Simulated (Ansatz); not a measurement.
Born–Oppenheimer molecular dynamics of BF$_{2}$HSSi (6 atoms, charge 0, multiplicity 1). It starts at the highest image of a converged band. Of that band: The profile has 2 maxima (images 1, 5) with wells between them (image 3): this band takes more than one step, which may be the mechanism or a detour left from its start path. Neighbouring images differ by up to 1.9 eV, so the band resolves the path poorly. A vibrational analysis at the climbing image gives one clearly imaginary mode, 831i cm⁻¹: a first-order saddle point.

These are results of RKS PBE0/def2-SVP (Ansatz 0.2.0), not measurements.

- ensemble: NVE (velocity Verlet)
- time step: 0.5 fs
- steps asked: 200
- starting velocities drawn for: 300 K
- seed: 6854

First frame:

```xyz
6
Properties=species:S:1:pos:R:3
F 0.368 -2.124 0.439
B -0.148 -0.966 0.120
S -1.598 -0.349 -0.616
Si -0.090 1.144 -0.058
F 1.041 1.379 -1.219
H 0.468 0.850 1.288
```

Problem. How far do the bonds stretch over the last three quarters of this one trajectory? (Pairs bonded in most of those frames.)

Solution. 
```json
{"bond": "F1–B2", "mean (Å)": "1.318", "spread (Å)": "0.019", "shortest": "1.28", "longest": "1.35"}
{"bond": "B2–S3", "mean (Å)": "1.742", "spread (Å)": "0.018", "shortest": "1.71", "longest": "1.79"}
{"bond": "S3–Si4", "mean (Å)": "2.439", "spread (Å)": "0.179", "shortest": "2.05", "longest": "2.65"}
{"bond": "Si4–F5", "mean (Å)": "1.648", "spread (Å)": "0.029", "shortest": "1.59", "longest": "1.68"}
```

Mean temperature of the second half: 1665 K. The conserved energy stayed within 0.98 meV per atom of its start (net change -0.88 meV per atom), so the integration is sound. The kinetic energy rose, since the run started high on the potential surface and went downhill. A run of 0.1 ps of so small a system gives no equilibrium averages. The orbitals stay closed-shell, which can raise the energy where a bond breaks towards radicals; this wasn't checked here.

Time of the run: 4.4 min on 2 threads of Arm Neoverse V2, with other jobs on the host, peak memory 0.16 GiB.
